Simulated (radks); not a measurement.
Q: V+, configuration [Ar] 3d4. Method: Dirac Kohn-Sham, PBE, spin-unpolarised, spherical densities, point nucleus; open shells are shared between the two j in proportion to 2j + 1; computed with a radial shooting solver on a logarithmic mesh with Libxc functionals. Some entries of the table are withheld. Estimate them.

orbital,occ.,eigenvalue (eV),<r> (bohr),r(max) (bohr)
1s1/2,2,-5366.841,0.06643,0.04349
2s1/2,2,-604.7734,0.3080,0.2556
2p1/2,2,-510.1186,(1),0.2065
2p3/2,4,-503.0135,(2),0.2088
3s1/2,2,-73.1711,0.9555,0.8219
3p1/2,2,(3),1.024,(4)
3p3/2,4,(5),1.033,(6)
3d3/2,1.6,(7),1.549,(8)
3d5/2,2.4,(9),1.556,(10)

A: 
(1) 2p1/2 <r> (bohr): 0.2721
(2) 2p3/2 <r> (bohr): 0.2749
(3) 3p1/2 eigenvalue (eV): -47.7160
(4) 3p1/2 r(max) (bohr): 0.8449
(5) 3p3/2 eigenvalue (eV): -46.9051
(6) 3p3/2 r(max) (bohr): 0.8516
(7) 3d3/2 eigenvalue (eV): -9.0231
(8) 3d3/2 r(max) (bohr): 0.9187
(9) 3d5/2 eigenvalue (eV): -8.9649
(10) 3d5/2 r(max) (bohr): 0.9215
